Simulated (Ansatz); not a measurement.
CH7BFNSi (`C[SiH](N)BF`) at its PBE0-D4/def2-TZVP geometry, where that method's forces vanish. Total charge 0; spin multiplicity 1.

```tsv
atom	x (Å)	y (Å)	z (Å)
C1	-1.4516	-0.4624	0.6163
Si2	-0.0189	0.0064	-0.5070
N3	0.3586	1.6871	-0.5894
B4	1.6808	-0.9356	0.1024
F5	1.7461	-2.2594	0.0725
H6	-1.6256	-1.5420	0.5840
H7	-1.2584	-0.1799	1.6543
H8	-2.3720	0.0349	0.2979
H9	-0.3891	-0.4359	-1.8848
H10	-0.2880	2.3570	-0.9722
H11	0.9496	2.1112	0.1065
H12	2.6685	-0.3814	0.5195
```

Problem. For each bond, give half the difference of the two atoms' forces along it (eV/Å; positive pushes the atoms apart) under PBE-D4, r2SCAN-D4, B3LYP-D4, ωB97M-V in def2-TZVPP. (Estimate.)

Solution. Computed: 
```json
{"bond": "C1–Si2", "length (Å)": "1.880", "PBE-D4": "-0.01", "r2SCAN-D4": "0.03", "B3LYP-D4": "0.09", "ωB97M-V": "0.01"}
{"bond": "C1–H6", "length (Å)": "1.094", "PBE-D4": "0.10", "r2SCAN-D4": "-0.02", "B3LYP-D4": "-0.04", "ωB97M-V": "-0.03"}
{"bond": "C1–H7", "length (Å)": "1.093", "PBE-D4": "0.11", "r2SCAN-D4": "-0.01", "B3LYP-D4": "-0.04", "ωB97M-V": "-0.04"}
{"bond": "C1–H8", "length (Å)": "1.093", "PBE-D4": "0.11", "r2SCAN-D4": "-0.01", "B3LYP-D4": "-0.05", "ωB97M-V": "-0.05"}
{"bond": "Si2–N3", "length (Å)": "1.724", "PBE-D4": "0.08", "r2SCAN-D4": "0.01", "B3LYP-D4": "0.10", "ωB97M-V": "0.12"}
{"bond": "Si2–B4", "length (Å)": "2.037", "PBE-D4": "-0.24", "r2SCAN-D4": "-0.08", "B3LYP-D4": "-0.05", "ωB97M-V": "-0.07"}
{"bond": "Si2–H9", "length (Å)": "1.494", "PBE-D4": "0.09", "r2SCAN-D4": "-0.01", "B3LYP-D4": "-0.12", "ωB97M-V": "-0.15"}
{"bond": "N3–H10", "length (Å)": "1.007", "PBE-D4": "0.19", "r2SCAN-D4": "0.01", "B3LYP-D4": "-0.02", "ωB97M-V": "-0.03"}
{"bond": "N3–H11", "length (Å)": "1.007", "PBE-D4": "0.19", "r2SCAN-D4": "0.02", "B3LYP-D4": "-0.02", "ωB97M-V": "-0.03"}
{"bond": "B4–F5", "length (Å)": "1.326", "PBE-D4": "0.49", "r2SCAN-D4": "0.19", "B3LYP-D4": "0.22", "ωB97M-V": "0.26"}
{"bond": "B4–H12", "length (Å)": "1.207", "PBE-D4": "0.03", "r2SCAN-D4": "-0.03", "B3LYP-D4": "-0.15", "ωB97M-V": "-0.17"}
```

B3LYP here is the variant with VWN-RPA as its local correlation; programs differ in this.
